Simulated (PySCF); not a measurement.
## How methods differ on the ionisation energy of Cu²⁺

Cu²⁺ [Ar] 3d9 (2D) → Cu³⁺ [Ar] 3d8 (3F), as a difference of total energies. Calculation: PySCF 2.14, in jorge-DZP-DKH; the spin-free X2C one-electron Hamiltonian (Gaussian nucleus). Correlated levels: valence: [Ar] frozen. The calculations carry no spin-orbit coupling.

**Question.** Order these methods by the ionisation energy they give, lowest first.
A. PBE0
B. UHF
C. TPSS
D. MP2 (valence)

**Answer.** B (34.188 eV), D (36.085 eV), A (37.074 eV), C (37.117 eV).

The reference lies between the lowest fine-structure levels, while these numbers refer to the centres of the terms.

Errors of the correlated levels include the incompleteness of this basis and the frozen core.

For comparison: 36.841 ± 0.012 eV (measured; NIST Atomic Spectra Database, ionization energies).
